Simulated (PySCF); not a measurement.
These are B3LYP-D3(BJ)/def2-TZVP (PySCF) values and carry that method's errors. Gas-phase values, no solvent. One relaxed conformer stands for a flexible species; it need not be the lowest. B3LYP has the VWN-RPA correlation part, as in Gaussian. Excitations are Tamm–Dancoff values on a coarser integration grid. The basis has no diffuse functions, so Rydberg states are missing or too high.

Reference species (SMILES): `[OH][Ge]([OH])([OH])[SH]` (neutral, multiplicity 1).

```
Quantity           Value
---------------  -------
S1–T1 gap (TDA)  0.45 eV
HOMO–LUMO gap    6.75 eV
```

Changed species: `[OH][Ge]([OH])([OH])[OH]` (0 of 4 OH replaced by SH; the reference has 1 of 4 OH replaced by SH).

Give the shifts of the S1–T1 gap (TDA) and HOMO–LUMO gap.

the S1–T1 gap (TDA) hardly moves; the HOMO–LUMO gap goes up by 1.41 eV, to 8.16 eV.
